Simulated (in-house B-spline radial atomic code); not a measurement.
# RPA and G0W0 on BHandHLYP: Fe8+

Configuration [Ne] 3s2 3p6, mean-field start BHandHLYP. Computed with an all-electron radial atomic-structure program (B-spline basis): all electrons, scalar-relativistic (spin-free one-electron X2C), finite nucleus, each spin shell either full or empty, empty states to l = 9 with an (l + 1/2)⁻⁴ tail; G0W0 by contour deformation at full frequency.

Command:
```bash
python run_gw.py task.json out
```
Settings (radii: box in bohr, nucleus in fm):
```
Z                        26
electrons                18
configuration            [Ne] 3s2 3p6
hamiltonian              x2c
method                   bhandhlyp
lmax                     9
rms_radius               3.7377
spin_polarised           False
box_radius               7.7
intervals                67
```

Time taken, with all properties: 1.1 s on 1 thread of Arm Neoverse V2, on a shared host.

Energies (hartree):

```csv
term,value
mean-field total,-1252.02801
Hartree-Fock functional on these orbitals,-1251.15101
direct second order,-1.3545
second-order exchange,0.45296
SOSEX correction,0.42094
```

What is the RPA correlation energy, and what remains with SOSEX?

RPA gives -1.2153 hartree (-1.84 eV per electron); RPA + SOSEX gives -0.79435, and the second-order doubles -0.90154 hartree (no singles). SOSEX takes back 35 % of the RPA value.

Quasi-particle levels (eV):

```
level  occupied  mean field  Σx - vxc     Σc  QP weight     G0W0
   3p       yes     -227.87     -6.26      ?          ?        ?
   3s       yes     -267.74    -10.55   7.24      0.855  -271.04
   2p       yes     -910.03    -24.72   9.51      0.946  -925.24
   3d        no     -157.42      8.98  -3.12      0.979  -151.56
```

G0W0 = mean field + (Σx - vxc) + Σc, with Σc (partial-wave tail included) taken at the quasi-particle energy. Only the outer levels were computed. Levels of low weight are left out.

Where does G0W0 put 3p?

At -234.70 eV, with Σc = -0.57 eV and a quasi-particle weight of 0.970. The tabulated removal energy is 233.6 ± 0.4 eV (NIST, semi-empirical); the calculation leaves out spin-orbit coupling, Breit and QED terms, and what these don't explain is the method's own error.
